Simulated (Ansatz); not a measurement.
Cartesian coordinates in Å:
```
N -1.561 2.366 0.500
C -0.705 1.611 0.365
C 0.368 0.654 0.197
B -0.089 -0.795 -0.242
O 0.826 -1.782 -0.229
F -1.334 -1.036 -0.633
H 0.943 0.581 1.125
H 1.070 1.031 -0.556
H 0.483 -2.631 -0.526
```

The species carries charge 0 and has multiplicity 1.

Task: List the r2SCAN/def2-TZVPP orbital energies in eV (Ansatz 0.2.0). (An estimate is asked.)

Result: The calculation gave: Occupied: -666.98, -517.13, -385.09, -274.31, -274.09, -182.99, -32.48, -28.05, -23.71, -20.43, -15.60, -14.28, -13.06, -12.63, -12.51, -11.60, -10.48, -9.86, -9.69, -8.85, -8.29, -8.10. Lowest empty: -0.51, 0.15, 0.21, 0.27, 1.28, 2.54, 2.57, 3.10.
